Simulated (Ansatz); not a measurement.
## Abstraction of Cl: BCl3 + GeHCl2 → BCl2 + GeHCl3

Species: BCl3 (boron trichloride) `ClB(Cl)Cl`, singlet; GeHCl2 `[Cl][GeH][Cl]`, doublet; BCl2 `Cl[B]Cl`, doublet; GeHCl3 `[Cl][GeH]([Cl])[Cl]`, singlet. A radical takes Cl: the energy is the difference in strength between the B–Cl bond broken and the Ge–Cl bond made.

Shapes, held fixed at every level: PBE0-D4/def2-TZVP. Programs: Ansatz 0.2.0. The zero-point and thermal change to 298 K, harmonic and unscaled (PBE0-D4/def2-TZVP), is -0.1 kJ/mol.

| level | kind | ΔH(298 K) (kJ/mol) | less CCSD(T)/def2-TZVPP |
| --- | --- | --- | --- |
| PBE-D4/def2-TZVPP | GGA | +108.6 | +16.9 |
| B3LYP-D4/def2-TZVPP | global hybrid | +105.2 | +13.5 |
| BHLYP-D4/def2-TZVPP | global hybrid | +95.8 | +4.1 |
| wB97X-V/def2-TZVPP | range-separated hybrid | +97.4 | +5.7 |
| MP2/def2-SVP | perturbation theory | +106.7 | +15.0 |
| CCSD/def2-SVP | coupled cluster or CI | +104.6 | +12.9 |
| CCSD/def2-TZVPP | coupled cluster or CI | +89.8 | -1.9 |
| CCSD(T)/def2-TZVPP | coupled cluster or CI | +91.7 | 0.0 |

The highest level, CCSD(T)/def2-TZVPP, gives ΔH(298 K) = +91.7 kJ/mol; the levels span +89.8 to +108.6. The column of differences is taken from that level and isn't an error. No measured value is set beside it here. Open shells run unrestricted unless RO is named. Relativity is left out for Ge unless named. Correlated rows may include outer-core shells of Ge, which these sets cover unevenly.
